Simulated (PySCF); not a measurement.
Core-level binding energies of `FC[SiH2][GeH3]`

CH₇FGeSi.
Atom-mapped SMILES: `[F:1][CH2:2][SiH2:3][GeH3:4]`

Geometry (PBE0-D3(BJ)/def2-SVP, Å), atoms numbered from 1 in this order:
```
atom  x, y, z in Å
F1    -0.806   -1.837    0.522
C2    -1.417   -0.626    0.252
Si3   -0.102    0.684   -0.245
Ge4    2.008   -0.371    0.064
H5    -2.153   -0.776   -0.557
H6    -1.973   -0.302    1.148
H7    -0.297    1.107   -1.667
H8    -0.241    1.900    0.617
H9     2.159   -0.830    1.524
H10    3.153    0.607   -0.262
H11    2.129   -1.591   -0.863
```

Computed with delta-SCF UKS SCAN, pcX-2 on the ionised atom, pcseg-1 elsewhere, spin-free X2C (PySCF 2.14.0). Vertical ΔSCF values, vacuum level as zero.

Q: List the computed XPS lines with their assignment.

A: 
```
atom(s)      bonded to     level  binding energy (eV)  2p1/2 (eV)  count
     F1              C      F 1s               692.36           –      1
     C2  F, 2 H and Si      C 1s               292.58           –      1
    Si3  C, 2 H and Ge  Si 2p3/2               106.64      107.26      1
    Si3  C, 2 H and Ge     Si 1s              1846.34           –      1
```

Q: Which effective nuclear charge Zeff reproduces each element's mean 1s value in the hydrogen-like formula E = 13.606 eV × Zeff²?

A: C (Z = 6): mean 292.6 eV, Zeff = 4.64, Z − Zeff = 1.36; F (Z = 9): mean 692.4 eV, Zeff = 7.13, Z − Zeff = 1.87; Si (Z = 14): mean 1846.3 eV, Zeff = 11.65, Z − Zeff = 2.35. Means run over the listed sites, weighted by atom count.

For 2p shells one spin-free hole was relaxed; a mean-field spin–orbit operator and the ground-state splitting of the three 2p orbitals were then diagonalised within the shell. The shell's mean is (2 × 2p3/2 + 2p1/2)/3, and the degeneracies 2j + 1 give areas of 2:1. 2p1/2 minus 2p3/2 (ligand field included): Si 0.62 eV. No level of germanium is listed. The structure is a single PBE0-D3(BJ)/def2-SVP conformer in the gas phase; no vibrational or solvent corrections.
